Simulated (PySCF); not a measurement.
## Excitation energy of Pt⁺ by level of theory

Pt⁺ [Xe] 4f14 5d9 (2D) → Pt⁺ [Xe] 4f14 5d8 6s1 (4F), as a difference of total energies. All numbers are calculated (PySCF 2.14, scalar relativity through the core potential, in def2-QZVPPD with the def2 core potential (60 electrons) (7s5p4d4f2g, 88 functions)). Correlated levels: valence: 5s2 5p6 frozen. The calculations carry no spin-orbit coupling.

```
           method  excitation energy (eV)
              UHF                   0.298
    MP2 (valence)                   0.954
SCS-MP2 (valence)                   1.122
   CCSD (valence)                   0.860
CCSD(T) (valence)                   0.934
```

Problem. How much does correlation contribute at CCSD(T) (valence)?

Solution. 0.934 − (0.298) = 0.636 eV, measured against UHF.
